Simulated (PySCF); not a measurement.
## Orbital picture of LiZn⁻

ωB97X at R = 3.354 Å; PySCF, no relativity, basis sets Li def2-SVPD, Zn def2-SVPD. State: ¹Σ⁺ (singlet), closed shell. Only the outer orbitals are listed, counted within each symmetry.

| orbital | occ. | ε (eV) | on Li (%) | main shells (%) |
| --- | --- | --- | --- | --- |
| 6σ | 2 | -52.98 | 100 | 100 Li s |
| 1δ | 2 | -11.28 | 0 | 100 Zn d |
| 1δ | 2 | -11.28 | 0 | 100 Zn d |
| 3π | 2 | -11.25 | 0 | 100 Zn d |
| 3π | 2 | -11.25 | 0 | 100 Zn d |
| 7σ | 2 | -11.25 | 0 | 100 Zn d |
| 8σ | 2 | -5.07 | 8 | 92 Zn s |
| 9σ | 2 | -0.55 | 81 | 80 Li s, 18 Zn p |
| 4π | 0 | 3.63 | 69 | 69 Li p, 31 Zn p |
| 4π | 0 | 3.63 | 69 | 69 Li p, 31 Zn p |
| 10σ | 0 | 3.72 | 48 | 51 Zn p, 32 Li p, 16 Li s |

**Question.** Which are the highest filled and the lowest empty level, where do they sit, and how wide is the gap?

**Answer.** Highest filled 9σ at -0.55 eV (in %: 80 Li s, 18 Zn p); lowest empty 4π at 3.63 eV (in %: 69 Li p, 31 Zn p); the gap at ωB97X is 4.18 eV. An empty level above zero is unbound, and its energy depends on the basis.

- bond order (Mayer): 0.56
- ⟨S²⟩: 0.000
- charge on Li (Mulliken, basis-dependent): -0.79
- charge on Li (Löwdin, basis-dependent): -0.75
- dipole moment (positive dipole points towards Zn; it is taken about the centre of mass and depends on that origin): 11.92 D

Closed-shell solutions of metal pairs were not tested for spin polarisation, which can lower them a little.
